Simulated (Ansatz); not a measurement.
Single points on TcO3Cl (TcClO₃).

```yaml
crystal:
  periodic: [false, false, false]
  atoms:
    - {symbol: Tc, position_ang: [0.053114, 0.091655, 0.038104]}
    - {symbol: O, position_ang: [0.063601, 0.075208, 1.712374]}
    - {symbol: O, position_ang: [1.628293, 0.103066, -0.529558]}
    - {symbol: O, position_ang: [-0.744044, 1.461721, -0.501350]}
    - {symbol: Cl, position_ang: [-1.000954, -1.731640, -0.719580]}
basis:
  gaussian: {orbitals: def2-TZVP, initial_orbitals: start.molden}
hamiltonian: {xc: pbe0, dispersion: d4}
scf: {omitted_lower_state_checks: [starts]}
output: {orbitals: {seedname: orbitals}}
```

The file start.molden holds the orbitals of an earlier run on this structure, at another level or in another basis.

```sh
$ ansatz run in.yaml --threads 4 --pin off --events-out ev --progress --plain --max-ram 3916MiB
```

Output, abridged:

```
Functional definition: PBE0
1095 factors; their error is unknown
mean field evaluation 1: about -20853.2501 eV, gradient 1.9e2 eV
mean field evaluation 2: about -20857.2063 eV, gradient 4.3e0 eV
mean field evaluation 4: about -20857.3045 eV, gradient 1.5e-1 eV
mean field -20857.30450632 eV, -766.4918030185 hartree, gradient 3.4e-5 eV, S^2 0.000000; 0 other end points of the search recorded, 0 dependent functions left out
reference -20857.30453928 eV, -766.4918042297 hartree; 28, 28 occupied and 142, 142 virtual orbitals, 1095 factors
Total energy: -20857.46799196 eV, -766.4978110048 hartree
Checks for a lower state left out: starts
```

It took 0.95 s on 4 threads of Intel Xeon 6975P-C on a shared host.

The first input with `hamiltonian: {xc: {name: r2SCAN0}, dispersion: d4}` (abridged; 1.6 s):

```
Functional definition: r2SCAN0
mean field -20862.55276199 eV, -766.6846728570 hartree, gradient 2.1e-5 eV, S^2 0.000000
Total energy: -20862.60441159 eV, -766.6865709447 hartree
Checks for a lower state left out: starts
```

The first input with `hamiltonian: {xc: {name: BHLYP}, dispersion: d4}` (abridged; 1.1 s):

```
Functional definition: BHLYP
mean field -20859.96092264 eV, -766.5894245178 hartree, gradient 1.9e-5 eV, S^2 0.000000
Total energy: -20860.23209005 eV, -766.5993897361 hartree
Checks for a lower state left out: starts
```

The first input with `hamiltonian: {xc: r2scan, dispersion: d4}` (abridged; 1.4 s):

```
Functional definition: r2SCAN
mean field -20866.95284655 eV, -766.8463729820 hartree, gradient 1.4e-5 eV, S^2 0.000000
Total energy: -20866.99511987 eV, -766.8479264980 hartree
Checks for a lower state left out: starts
```

The first input with `correlation: {method: mp2}` and without the key `hamiltonian` (abridged; 1.5 s):

```
Functional definition: HF
mean field -20794.75921504 eV, -764.1933059586 hartree, gradient 2.3e-6 eV, S^2 0.000000; unrestricted orbitals would lower it
mean field evaluation 16: about -20795.1069 eV, gradient 2.5e0 eV
8 core orbitals not correlated: weight in the atoms' cores, before any rotation towards them, 1.000 or more for the frozen orbitals, at most 0.000 for the correlated occupied ones
second order -44.28261551 eV of doubles, -0.00000000 eV of singles
Total energy: -20839.04183055 eV, -765.8206620629 hartree
Checks for a lower state left out: starts
```

As the first input, with `hamiltonian: {xc: hf}` (abridged; 0.65 s):

```
Functional definition: HF
mean field -20794.75882375 eV, -764.1932915792 hartree, gradient 2.4e-5 eV, S^2 0.000000
Total energy: -20794.75882375 eV, -764.1932915792 hartree
Checks for a lower state left out: starts
```

As the first input, with `gaussian: {orbitals: def2-SVP, initial_orbitals: start.molden}` (abridged; 0.6 s):

```
Functional definition: PBE0
mean field -20844.72253058 eV, -766.0294239382 hartree, gradient 3.3e-5 eV, S^2 0.000000
Total energy: -20844.88603357 eV, -766.0354325624 hartree
Checks for a lower state left out: starts
```

Geometry: r2SCAN-D4/def2-SVP.

In the def2 sets Tc takes a core potential; there is no spin–orbit coupling. Correlated methods freeze 8 core orbitals; core or outer-core shells of Tc are correlated, in sets that lack core-valence functions. The restricted singlet is unstable towards broken spin symmetry in Hartree–Fock (as tested in another run); at PBE0-D4/def2-TZVP, r2SCAN0-D4/def2-TZVP, BHLYP-D4/def2-TZVP, r2SCAN-D4/def2-TZVP and others this wasn't settled. At MP2/def2-TZVP, HF/def2-TZVP the restricted singlet (for correlated methods, its reference) is unstable: a solution with broken spin symmetry lies lower.
